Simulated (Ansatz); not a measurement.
`CO[CH2][GaH2]`. The species carries charge 0 and has multiplicity 1. The structure was optimised at the PBE0-D4/def2-TZVP level. It is one conformer, not always the lowest.

```xyz
11

C    -1.404    0.705    0.914
O    -0.090    0.538    0.454
C     0.050   -0.546   -0.451
Ga    2.002   -0.418   -0.832
H    -1.414    1.554    1.599
H    -2.092    0.906    0.081
H    -1.754   -0.191    1.445
H    -0.587   -0.399   -1.334
H    -0.249   -1.491    0.026
H     3.027   -1.122    0.127
H     2.511    0.465   -2.028
```

Problem. What is the dipole moment at PBE/def2-TZVPP? (Estimate.)

Solution. Ansatz gave: 1.54 D, with components (-1.41, -0.61, -0.13) D in this frame, pointing from negative to positive charge.

Problem. And with r2SCAN, B3LYP, ωB97M-V? (An estimate is asked.)

Solution. The calculation gave: r2SCAN 1.57 D, B3LYP 1.61 D, ωB97M-V 1.59 D.

Problem. Give the Mulliken charges with PBE, r2SCAN, ωB97M-V in def2-TZVPP. (Best estimate.)

Solution. Ansatz gave: 
```
atom    PBE  r2SCAN  ωB97M-V
  C1  -0.13    0.02    -0.17
  O2  -0.27   -0.33    -0.32
  C3  -0.12   -0.08    -0.24
 Ga4   0.19    0.28     0.25
  H5   0.10    0.06     0.12
  H6   0.08    0.04     0.10
  H7   0.08    0.04     0.10
  H8   0.08    0.06     0.12
  H9   0.08    0.06     0.12
 H10  -0.05   -0.08    -0.04
 H11  -0.05   -0.08    -0.04
```

B3LYP here is the variant with VWN-RPA as its local correlation; programs differ in this.
